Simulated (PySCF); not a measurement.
**Orbital picture of KSi**

r²SCAN at R = 3.065 Å; K x2c-SVPall, Si x2c-SVPall; spin-free X2C with a Gaussian nucleus (PySCF 2.14). State: ⁴Σ⁻ (quartet), unpaired electrons σ ↑, π ↑↑. Only the outer orbitals are listed, counted within each symmetry.

```csv
spin,orbital,occ.,ε (eV),on K (%),main shells (%)
α,7σ,1,-37.51,100,100 K s
α,3π,1,-20.22,100,100 K p
α,3π,1,-20.22,100,100 K p
α,8σ,1,-20.16,100,100 K p
α,9σ,1,-9.71,3,97 Si s
α,10σ,1,-3.43,19,"80 Si p, 17 K s"
α,4π,1,-3.08,10,90 Si p
α,4π,1,-3.08,10,90 Si p
α,11σ,0,-1.57,91,"69 K s, 21 K p, 9 Si p"
α,5π,0,0.14,95,93 K p
α,5π,0,0.14,95,93 K p
β,7σ,1,-37.48,100,100 K s
β,3π,1,-20.18,100,100 K p
β,3π,1,-20.18,100,100 K p
β,8σ,1,-20.10,100,100 K p
β,9σ,1,-7.09,4,95 Si s
β,10σ,0,-1.29,65,"60 K s, 33 Si p"
β,4π,0,-0.55,20,"80 Si p, 16 K p"
β,4π,0,-0.55,20,"80 Si p, 16 K p"
```

Q: Which are the highest filled and the lowest empty level, where do they sit, and how wide is the gap?

A: Highest filled α 4π at -3.08 eV (in %: 90 Si p); lowest empty α 11σ at -1.57 eV (in %: 69 K s, 21 K p, 9 Si p); the gap at r²SCAN is 1.51 eV.

```
bond order (Mayer)                              : 0.77
⟨S²⟩                                            : 3.750
charge on K (Mulliken, basis-dependent)         : 0.55
charge on K (Löwdin, basis-dependent)           : 0.31
dipole moment (positive dipole means K(−)Si(+)) : -9.63 D
```

The state is the lowest determinant that a PBE0 search found; another state may lie lower at other levels.
